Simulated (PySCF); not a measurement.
# Reproducing measurements on cyclohexanone

**Measured values to compare with.**

From NIST CCCBDB Release 22 (SRD 101), experimental dipoles, for the gas: dipole moment 3.02 D.

The runs below try to reproduce these values; the comparison stands at the end.

Cyclohexanone, C₆H₁₀O.
SMILES with atom numbers: `[O:1]=[C:2]1[CH2:3][CH2:4][CH2:5][CH2:6][CH2:7]1` (hydrogens: H8, H9 on C3; H10, H11 on C4; H12, H13 on C5; H14, H15 on C6; H16, H17 on C7)

Geometry (PBE0-D3(BJ)/def2-TZVP, Å), atoms numbered from 1 in this order:
```xyz
17
C6H10O angstrom
O      2.6087    0.4866   -0.4873
C      1.5091    0.2969   -0.0287
C      0.5217    1.4157    0.2009
C     -0.8495    1.0893   -0.3920
C     -1.3559   -0.2637    0.0841
C     -0.3613   -1.3656   -0.2478
C      1.0150   -1.0774    0.3528
H      0.4202    1.5416    1.2868
H      0.9395    2.3382   -0.2042
H     -1.5585    1.8807   -0.1352
H     -0.7732    1.0817   -1.4853
H     -2.3253   -0.4834   -0.3718
H     -1.5188   -0.2324    1.1686
H     -0.7221   -2.3345    0.1071
H     -0.2652   -1.4484   -1.3365
H      1.7612   -1.8134    0.0515
H      0.9393   -1.1035    1.4478
```

The PySCF runs (gas phase, on this PBE0-D3(BJ)/def2-TZVP geometry; no spin–orbit coupling):

```csv
level,job,basis functions
"PBE0-D3(BJ)/def2-TZVP, grid level 2",geometry optimisation from a GFN2-xTB start shaken at random,277
B97-2/pcSseg-2,"shieldings, ring-centre shieldings",392
KT3/pcSseg-2,"shieldings, ring-centre shieldings",392
PBE0/pcSseg-2,"shieldings, ring-centre shieldings, charges and field gradients",392
wB97X-D/pcSseg-2,"shieldings, ring-centre shieldings",392
```

**Comparison with experiment**

**Dipole moment.** Measured: 3.02 D (NIST CCCBDB Release 22 (SRD 101), experimental dipoles).

```csv
level,computed (D),computed − measured (D),% (from the printed values)
PBE0-D3(BJ)/def2-TZVP,3.31,+0.29,+10
B97-2/pcSseg-2,3.37,+0.35,+12
KT3/pcSseg-2,3.23,+0.21,+7
PBE0/pcSseg-2,3.39,+0.37,+12
wB97X-D/pcSseg-2,3.43,+0.41,+14
```

Closest is KT3/pcSseg-2 (+0.21 D), furthest wB97X-D/pcSseg-2 (+0.41 D); one molecule doesn't rank methods. All 5 levels lie above the measurement. The computed dipoles belong to one fixed geometry; measured ones are averaged over vibrations unless marked μe. Magnitudes are compared, not signs.

No measured geometry was used, and the causes of the misses weren't examined.
